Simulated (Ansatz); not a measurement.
Geometry optimisation, RKS PBE0-D4/def2-SVP (Ansatz 0.2.0).

input.yaml

```yaml
crystal:
  periodic: [false, false, false]
  atoms:
    - { symbol: O, position_ang: [-0.0566, 1.0775, 1.5419] }
    - { symbol: Si, position_ang: [0.5032, -0.1293, 0.6436] }
    - { symbol: O, position_ang: [0.6153, 0.3814, -0.9368] }
    - { symbol: C, position_ang: [-0.2406, -0.653, -0.9043] }
    - { symbol: Cl, position_ang: [-1.988, -0.2838, -1.1689] }
    - { symbol: H, position_ang: [-0.577, 1.8044, 1.0031] }
    - { symbol: H, position_ang: [1.8519, -0.6422, 1.0817] }
    - { symbol: H, position_ang: [-0.0161, -1.612, -1.3162] }
basis:
  gaussian: { orbitals: def2-SVP }
hamiltonian:
  xc: pbe0
  dispersion: d4
relax:
  f_tol: 0.015
  max_steps: 40
```

Launched with:

```bash
$ ansatz run input.yaml --threads 2 --pin off --max-ram 3072MiB --backend cpu --events-out ev --progress --plain --runs-dir out
```

Question: Where does it end, and by what steps?

Answer: The forces met the threshold. After 8 steps the energy has fallen by 0.645 eV; H6 moved furthest, 0.40 Å.

| step | energy less start (eV) | largest force component (eV/Å) | accepted |
| --- | --- | --- | --- |
| 0 | 0.0000 | 3.045 | yes |
| 1 | -0.4796 | 1.153 | yes |
| 2 | -0.6009 | 0.630 | yes |
| 3 | -0.6239 | 0.712 | yes |
| 4 | -0.6358 | 0.499 | yes |
| 5 | -0.6426 | 0.119 | yes |
| 6 | -0.6437 | 0.184 | yes |
| 7 | -0.6446 | 0.058 | yes |
| 8 | -0.6447 | 0.014 | yes |

```xyz
8
Properties=species:S:1:pos:R:3
O 0.008 1.173 1.483
Si 0.663 0.004 0.540
O 0.766 0.236 -1.130
C -0.269 -0.710 -0.843
Cl -1.919 -0.079 -1.135
H -0.829 1.535 1.166
H 1.840 -0.547 1.229
H -0.167 -1.669 -1.366
```

Run time: 24 s on 2 threads of Intel(R) Xeon(R) Platinum 8259CL CPU @ 2.50GHz (Skylake/Cascade Lake), with other jobs on the host, peak memory 0.21 GiB.
